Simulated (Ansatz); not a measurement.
Ansatz results at the PBE0-D4/def2-TZVP geometry: HOMO energy (B3LYP/def2-TZVPP) -6.47 eV; HOMO–LUMO gap (B3LYP/def2-TZVPP) 5.09 eV; size of the dipole moment (B3LYP/def2-TZVPP) 2.45 D.

Each molecule was computed in one conformer, which needn't be the lowest.

(1) Which molecule gave them?
A. `O[SiH]1C[SiH2]O1`
B. `B[SiH](Br)N=C`
C. `N/C=[CH]\[InH2]`
D. `C[C](=N)[InH2]`

Answers

(1) D. The others give `N/C=[CH]\[InH2]`: -5.95, 4.21, 2.40; `O[SiH]1C[SiH2]O1`: -7.86, 7.63, 2.01; `B[SiH](Br)N=C`: -7.49, 5.72, 2.10.

B3LYP here is the variant with VWN-RPA as its local correlation; programs differ in this.
